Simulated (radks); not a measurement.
All-electron atom: neutral hafnium in [Xe] 4f14 5d2 6s2 (the NIST ground configuration).

Method: scalar-relativistic Kohn-Sham, PBEsol, spin-polarised, spherical densities, point nucleus; open shells are filled with parallel spins first (spin-orbit coupling, left out, can overturn this in heavy ions); computed with a radial shooting solver on a logarithmic mesh with Libxc functionals.

Energy parts (hartree):
part                       energy
total                 -15073.6820
kinetic                16517.0273
electron-nucleus      -37193.9602
Hartree                 5906.2926
exchange-correlation    -303.0418

Orbitals (lengths in bohr, moments of r in powers of bohr; <r^-3> diverges for s and p1/2; r(90%) holds 90 % of the orbital's charge):
orbital  occ.  eigenvalue (hartree)   <1/r>  <r^-3>  r(90%)
1s up       1             -2398.391   83.82       -  0.0345
1s down     1             -2398.391   83.82       -  0.0345
2s up       1             -410.1762   19.57       -   0.125
2s down     1             -410.1743   19.57       -   0.125
2p up       3             -360.1824   17.85   17780   0.117
2p down     3             -360.1809   17.85   17780   0.117
3s up       1             -93.44654   7.237       -   0.306
3s down     1             -93.44633   7.237       -   0.306
3p up       3             -78.51427   6.710    3921   0.312
3p down     3             -78.51398   6.710    3921   0.312
3d up       5             -60.83991   6.349   509.8   0.294
3d down     5             -60.83892   6.349   509.8   0.294
4s up       1             -18.81052   3.068       -   0.673
4s down     1             -18.80944   3.068       -   0.673
4p up       3             -13.91165   2.792   900.4   0.724
4p down     3             -13.91064   2.792   900.3   0.724
4d up       5              -7.58404   2.475   99.25   0.804
4d down     5              -7.58266   2.476   99.26   0.804
4f up       7              -0.61651   1.914   15.51    1.15
4f down     7              -0.61109   1.920   15.59    1.14
5s up       1              -2.46852   1.171       -    1.64
5s down     1              -2.44721   1.176       -    1.63
5p up       3              -1.31742  0.9718   117.9    1.98
5p down     3              -1.28667  0.9784   120.0    1.97
5d up       2              -0.11499  0.5442   4.288    4.05
5d down     0              -0.07491  0.5274   4.107    4.40
6s up       1              -0.20081  0.3724       -    5.00
6s down     1              -0.16894  0.3572       -    5.25

The highest occupied level is 5d up at -3.129 eV. Spin moment in Bohr magnetons: 2.
